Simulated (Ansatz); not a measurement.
Gas-phase electronic energies from Ansatz, PBE0-D4/def2-TZVP geometries. CBS: MP2 limit from def2 TZ/QZ plus the TZ coupled-cluster correction, frozen cores. This one scheme is used for every species. DFT in def2-TZVPP. For Ge outer-core shells are correlated without core-valence functions, which leaves a few kJ/mol of doubt a bond. Scalar relativity is left out up to krypton. One conformer a species, not always the lowest.

Reaction (ligand exchange at a Ge–C bond): `[CH3][GeH]([CH3])[Cl]` + CH₃SH → `C[S][GeH]([CH3])[Cl]` + CH₄

Question: Is it downhill or uphill in electronic energy at CCSD(T)/CBS, and by how much? (An estimate is asked.)

Answer: Ansatz gave: Downhill: ΔE = -57.4 kJ/mol.

Question: What do these levels give: PBE-D4, revPBE-D4, B97M-V, r2SCANh-D4, r2SCAN0-D4, ωB97X-V, ωB97M-V, MP2/def2-SVP, CCSD/def2-SVP, CCSD(T)/def2-TZVPP, HF/CBS(def2), MP2/CBS(def2)? (An estimate is asked.)

Answer: The calculation gave: PBE-D4 -62.7, revPBE-D4 -64.5, B97M-V -62.8, r2SCANh-D4 -61.4, r2SCAN0-D4 -60.5, ωB97X-V -55.9, ωB97M-V -56.7, MP2/def2-SVP -60.0, CCSD/def2-SVP -55.0, CCSD(T)/def2-TZVPP -54.9, HF/CBS(def2) -51.8, MP2/CBS(def2) -62.0 kJ/mol.

Question: What do rigid-rotor, harmonic-oscillator terms from PBE0-D4/def2-TZVP frequencies (298.15 K, 1 bar) make of the CCSD(T)/CBS value? (An estimate is asked.)

Answer: Computed: ΔZPE = +3.0 kJ/mol, ΔH = -51.8 kJ/mol, ΔS = -17 J/(mol·K), ΔG = -46.7 kJ/mol. Modes under 50 cm⁻¹ make the entropy rough.

Largest T1 diagnostic among the species: 0.010.

Leaving LDA and LC-ωPBE aside and taking each functional with its dispersion term where it has one, the values, not all of them listed here, spread over 8.6 kJ/mol, from BLYP-D4 to ωB97X-V. The D4 term adds −7.1 kJ/mol with B3LYP and −4.0 kJ/mol with PBE0; it sums over pairs of atoms, weighted by their polarisabilities, and B3LYP, whose exchange is more repulsive, gets the larger term.

B3LYP here is the variant with VWN-RPA as its local correlation; programs differ in this.
